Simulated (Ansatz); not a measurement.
The molecule AuS, multiplicity 4 (an upper state: multiplicity 2 came lower at CCSD(T)/def2-TZVPP on PBE0 minima). No spin–orbit coupling.

Seven points along R, fitted to fifth degree in 1/R; most abundant isotopes. Runs in def2 and cc sets follow the lowest solution found near the PBE0 minimum.

Programs: Ansatz (a program for electronic structure) with Gaussian orbitals. Values without a source in brackets are computed. In def2 rows elements past Kr take small-core potentials, without spin–orbit coupling.

Energies at PBE0/def2-TZVPP:

```
R (Å)       E (hartree)
--------  -------------
2.078823  -533.70966543
2.134705  -533.71394697
2.186117  -533.71591300
2.244235  -533.71643650
2.302353  -533.71565533
2.369411  -533.71365632
2.447647  -533.71042540
```

Question: With a reduced mass of 27.5071 u, find the minimum, the force constant and the constants.

Answer: A fifth-degree polynomial in 1/R puts the minimum at r_e = 2.2353 Å with force constant 177 N/m. Then ω_e = (1/2πc)√(k/μ) = 330 cm⁻¹ and B_e = h/(8π²cμr_e²) = 0.1227 cm⁻¹; the cubic and quartic terms give α_e = 0.00095 and ω_e x_e = 2.6 cm⁻¹.
